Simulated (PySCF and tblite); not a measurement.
Results of a calculation; reference values are marked as such.
System: B2Cl2H5N3, numbered as in [NH2:1][B:2]([NH2:3])[NH:4][B:5]([Cl:6])[Cl:7].

For the rotation about the B2–N4 bond (torsion N1–B2–N4–B5 from 0° to 180°, rising): electronic barrier 3.54 kcal/mol, zero-point change -0.33 kcal/mol, thermal and entropy terms at 250 K a further 0.38 kcal/mol (symmetry numbers apart). The minimum is Cs, the saddle Cs. The path came from a restrained scan, a climbing-image band and a saddle search at GFN2-xTB; energies are PBE0/pcSseg-1 + D3(BJ)//PBE0-D3(BJ)/def2-SVP, thermal terms GFN2-xTB. Rate constants are transition-state-theory values, counting equivalent paths, without tunnelling. (PySCF 2.14 with density fitting, tblite 0.8.)

(1) How many equivalent paths lead out of the minimum?

(2) Work out the rate at 250 K.

Results:

(1) 2: the symmetry number of the minimum is 1, that of the saddle displaced along its mode 1, and the displaced saddle is chiral while the minimum is not, which doubles the count.

(2) ΔG‡ = 3.59 kcal/mol; k_B T/h = 5.2×10¹² s⁻¹; exp(−ΔG‡/RT) = 0.00073; times 2 gives k = 7.6×10⁹ s⁻¹. Wigner's tunnelling factor for the 56i cm⁻¹ mode would be 1.00.
